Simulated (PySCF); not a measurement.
Molecule: `OC[C@]12C=C[C@H]1C=C2`, C$_{7}$H$_{8}$O.

Bonds (- single, = double, # triple, : aromatic): O1-C2, C2-C3, C3-C4, C4=C5, C5-C6, C6-C7, C7=C8, C6-C3, C8-C3. O1 carries H9; C2 carries H10, H11; C4 carries H12; C5 carries H13; C6 carries H14; C7 carries H15; C8 carries H16. Stereochemistry as in OC[C@]12C=C[C@H]1C=C2.

Frames of a GFN2-xTB Langevin trajectory at 200 K; GIAO PBE0/pcSseg-1 shieldings in PySCF 2.14, gas phase, non-relativistic; equivalent atoms averaged within each frame.

References, each an isolated molecule treated in the same way: H2O for 17O (σ = 336.08 ppm); 13C (σ = 186.93 ppm) and 1H (σ = 31.72 ppm) vs TMS. The references are static minima.

Question: How do the shifts (ppm) fluctuate along the trajectory?

Answer: 
```
         time (fs)    O1  C4/C8  C5/C7    C3    C2    C6  H12/H16  H13/H15  H10/H11   H14
               250  21.9  159.1  154.3  71.3  66.5  60.0     7.47     7.31     4.33  4.31
               425  28.4  153.4  155.0  63.1  72.6  57.9     7.12     7.10     4.02  2.91
               625  32.7  159.8  159.4  57.4  67.1  58.5     7.06     7.52     4.30  3.51
               800  21.8  151.3  146.3  60.8  70.6  56.6     7.02     6.96     4.33  3.37
              1000  37.4  159.4  153.7  66.9  59.6  57.4     7.42     6.93     3.80  4.37
    mean of frames  28.4  156.6  153.8  63.9  67.3  58.1     7.22     7.16     4.16  3.69
standard deviation   6.8    4.0    4.7   5.4   5.0   1.3     0.21     0.25     0.24  0.63
```

5 frames give an uncertainty of the mean of about the standard deviation over 2.2 at best, since frames this close in time may not be independent; classical motion lacks zero-point vibration, and the reference would need the same averaging.
